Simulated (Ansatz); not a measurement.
System: sum formula H$_{4}$BSiO$_{2}$, charge 0, multiplicity 2. It need not be the lowest isomer of its formula. 
Geometry from a B3LYP-D3(BJ)/def2-TZVP (Ansatz, a quantum-chemistry and plane-wave program) optimisation:
```xyz
8

O     -1.4062    -0.9050     0.1895
B     -0.5023     0.1091     0.1019
O     -0.9532     1.3947     0.2586
Si     1.4040    -0.3540    -0.3360
H     -2.3030    -0.5922     0.3688
H     -0.2763     2.0744     0.2033
H      1.9057    -1.6888     0.0622
H      2.4046     0.6996    -0.0243
```
Charge 0, spin multiplicity 2.

Dipole moments at this geometry, in debye (magnitudes).

```json
[
 {"level": "SVWN5/def2-TZVPD", "program": "Ansatz", "dipole (D)": "(withheld)"},
 {"level": "PBE/def2-TZVPD", "program": "Ansatz", "dipole (D)": "1.43"},
 {"level": "revPBE/def2-TZVPD", "program": "Ansatz", "dipole (D)": "1.44"},
 {"level": "r2SCAN/def2-TZVPD", "program": "Ansatz", "dipole (D)": "1.44"},
 {"level": "B97M-V/def2-TZVPD", "program": "Ansatz", "dipole (D)": "1.46"},
 {"level": "B3LYP/def2-TZVPD", "program": "Ansatz", "dipole (D)": "1.41"},
 {"level": "PBE0/def2-TZVPD", "program": "Ansatz", "dipole (D)": "1.42"},
 {"level": "r2SCANh/def2-TZVPD", "program": "Ansatz", "dipole (D)": "1.44"},
 {"level": "r2SCAN0/def2-TZVPD", "program": "Ansatz", "dipole (D)": "1.43"},
 {"level": "HSE06/def2-TZVPD", "program": "Ansatz", "dipole (D)": "1.42"},
 {"level": "CAM-B3LYP/def2-TZVPD", "program": "Ansatz", "dipole (D)": "1.42"},
 {"level": "LC-wPBE/def2-TZVPD", "program": "Ansatz", "dipole (D)": "1.45"},
 {"level": "wB97M-V/def2-TZVPD", "program": "Ansatz", "dipole (D)": "1.42"},
 {"level": "CCSD(T)/aug-cc-pV(D+d)Z", "program": "Ansatz", "dipole (D)": "(withheld)"}
]
```

**Question.** What belongs in the gaps?

**Answer.** 
- SVWN5/def2-TZVPD, dipole (D): 1.43
- CCSD(T)/aug-cc-pV(D+d)Z, dipole (D): 1.43
